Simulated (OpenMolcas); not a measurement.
Computed levels of 4s2 4p2 in ions with 32 electrons, in cm-1 above 3P0.

* Program: OpenMolcas
* Method: SS-CASPT2, IPEA 0.25 Eh, imaginary shift 0.1 Eh
* Basis: ANO-RCC-VTZP
* Scalar Hamiltonian: DKH2, point nucleus
* Spin-orbit coupling: RASSI with atomic mean-field integrals over the reference wave functions, term energies averaged over their components

Active space for each ion: 4 electrons in 8 orbitals (4s 4p 5s 5p); closed shells correlated by CASPT2: 3d.

| Level | Ge | As+ | Se2+ | Kr4+ |
| --- | --- | --- | --- | --- |
| 3P1 | 458 | 897 | 1507 | 3280 |
| 3P2 | 1192 | 2190 | 3490 | 6900 |
| 1D2 | 8580 | 10300 | 13160 | 19580 |
| 1S0 | 18010 | 22080 | 27680 | 38730 |

Q: Estimate 3P2, 1D2, 1S0 for Br3+ from its neighbours Se2+ and Kr4+.

A: 3P2 is fine structure, which grows about as the fourth power of a screened charge, so the fourth roots are averaged: ((3490^0.25 + 6900^0.25) / 2)^4 = 4979. The calculation gives 5100, so the estimate is off by -2.4 %.
1D2 is another term, which grows about linearly with the charge: (13160 + 19580) / 2 = 16370. The calculation gives 16260, so the estimate is off by +0.7 %.
1S0 is another term, which grows about linearly with the charge: (27680 + 38730) / 2 = 33205. The calculation gives 33160, so the estimate is off by +0.1 %.

CASPT2 does not keep the components of a term degenerate, so their means are used; among the terms shown or strongly mixed into the levels shown the widest spread is 82 cm-1 (4s2 4p2 1D, Ge). Over all roots computed the reference weight is 0.90 to 0.96 in Ge, 0.84 to 0.98 in As+, 0.84 to 0.98 in Se2+, 0.86 to 0.99 in Br3+, 0.86 to 0.99 in Kr4+; the roots of lowest weight are the least certain, and an intruder state may touch them. Active for correlation alone: 5p 5s; no level in the range computed is led by a configuration that fills them, so any true level of that kind is missing (holds for Ge; Kr4+). Some terms miss by over 15 % even with CASPT2, which points to a basis or an active space too small for the shells correlated (holds for Ge). The run also gave levels led by 4s2 4p 5p, 4s2 4p 5s, which use shells meant for correlation; these and all levels above them are left out (holds for As+). The run also gave levels led by 4s2 4p 5p, which use shells meant for correlation; these and all levels above them are left out (holds for Se2+; Br3+). Only configurations of the active space appear.
